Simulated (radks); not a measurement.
Species: Sc V. Configuration: [Ne] 3s2 3p5 (the NIST ground configuration).

Method: Dirac Kohn-Sham, PBE, spin-unpolarised, spherical densities, finite nucleus; open shells are shared between the two j in proportion to 2j + 1; Fermi nuclear charge, rms radius 3.5459 fm; computed with a radial shooting solver on a logarithmic mesh with Libxc functionals.

Energy parts (eV):
| part | energy |
|---|---|
| total | -20672.735 |
| kinetic | 20857.963 |
| electron-nucleus | -48222.033 |
| Hartree | 7708.076 |
| exchange-correlation | -1016.741 |

Orbitals (lengths in bohr, moments of r in powers of bohr; r(90%) holds 90 % of the orbital's charge):
orbital     occ.  eigenvalue (eV)  r(90%)     <r^2>
1s1/2          2        -4453.506   0.130  0.007175
2s1/2          2        -530.5345   0.534    0.1393
2p1/2          2        -447.6797   0.503    0.1154
2p3/2          4        -443.0290   0.507    0.1172
3s1/2          2        -105.6528    1.53     1.219
3p1/2    1.66667         -83.7698    1.64     1.370
3p3/2    3.33333         -83.1827    1.65     1.385

The highest occupied level is 3p3/2 at -83.183 eV. The electron density at the nucleus is 7265 e/bohr^3. For comparison, the ionisation energy in NIST's Atomic Spectra Database is 91.95 eV (semi-empirical). In exact Kohn-Sham theory the highest level is minus the ionisation energy, but local and semilocal functionals leave it too shallow, through self-interaction and a potential that decays too fast; potentials with the right tail come closer.

Run on one thread of a shared host, so times are rough (Arm Neoverse N1): 0.08 s of CPU time, 0.08 s wall, 13 iterations on 2189 mesh points.

Beside tabulated values, note that spin-unpolarised runs miss the spin-polarisation part of the exchange energy of open shells.
